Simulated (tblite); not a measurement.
Isomers of FH9OSi4. Method: GFN2-xTB as coded in tblite; computed harmonic values from a numerical Hessian at the method's own geometry, unscaled. Against measured fundamentals such values can be off by several per cent, at times by over 20. Modes of hydrogen on silicon can be 10 to 20 % off. One conformer each.

Electronic energies: GFN2-xTB at the same geometries; isomer energies are rough at this level and their order can be wrong.

```json
{"SMILES": "F[SiH2][Si@H]([SiH3])O[SiH3]", "electronic energy, lowest = 0 (kJ/mol)": "0.0"}
{"SMILES": "O[SiH2][Si](F)([SiH3])[SiH3]", "electronic energy, lowest = 0 (kJ/mol)": "209.7"}
{"SMILES": "F[SiH2]O[SiH]([SiH3])[SiH3]", "electronic energy, lowest = 0 (kJ/mol)": "7.0"}
{"SMILES": "F[SiH2][SiH2][SiH2]O[SiH3]", "electronic energy, lowest = 0 (kJ/mol)": "8.9"}
```

Task: How do GFN2-xTB zero-point energies change the relative energies?

Result: 
| SMILES | ZPE (kJ/mol) | of it from modes above 1550 cm⁻¹ | electronic (kJ/mol) | with ZPE, lowest = 0 (kJ/mol) | lowest mode (cm⁻¹) | rings |
| --- | --- | --- | --- | --- | --- | --- |
| F[SiH2][Si@H]([SiH3])O[SiH3] | 207.2 | 119.4 | 0.0 | 0.0 | 7 | 0 |
| F[SiH2]O[SiH]([SiH3])[SiH3] | 208.2 | 120.3 | 7.0 | 7.9 | 3 | 0 |
| F[SiH2][SiH2][SiH2]O[SiH3] | 208.3 | 119.6 | 8.9 | 9.9 | 13i | 0 |
| O[SiH2][Si](F)([SiH3])[SiH3] | 210.4 | 127.5 | 209.7 | 212.9 | 9 | 0 |

The zero-point energies span 3.2 kJ/mol, from `F[SiH2][Si@H]([SiH3])O[SiH3]` to `O[SiH2][Si](F)([SiH3])[SiH3]`. Slightly imaginary modes are left out of the zero-point energy: `F[SiH2][SiH2][SiH2]O[SiH3]` 12.9i, 8.1i cm⁻¹. The order is unchanged.
